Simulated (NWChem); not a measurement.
Molecule: GaAsH4; SMILES [GaH2][AsH2]

Results from NWChem. Structure relaxed at the PBE-D3(BJ)/def2-SVP level. Level PBE/def2-SVP: energy and gradient on several grids; changes count from the extra-fine grid, which is no exact limit either.

```json
[
 {"grid": "xcoarse", "size of the energy change (μHa)": "2000", "largest change of a gradient component (μHa/bohr)": "20000"},
 {"grid": "coarse", "size of the energy change (μHa)": "200", "largest change of a gradient component (μHa/bohr)": "1000"},
 {"grid": "medium", "size of the energy change (μHa)": "< 10", "largest change of a gradient component (μHa/bohr)": "300"},
 {"grid": "fine", "size of the energy change (μHa)": "< 10", "largest change of a gradient component (μHa/bohr)": "40"},
 {"grid": "xfine", "size of the energy change (μHa)": "< 10", "largest change of a gradient component (μHa/bohr)": "< 30"}
]
```
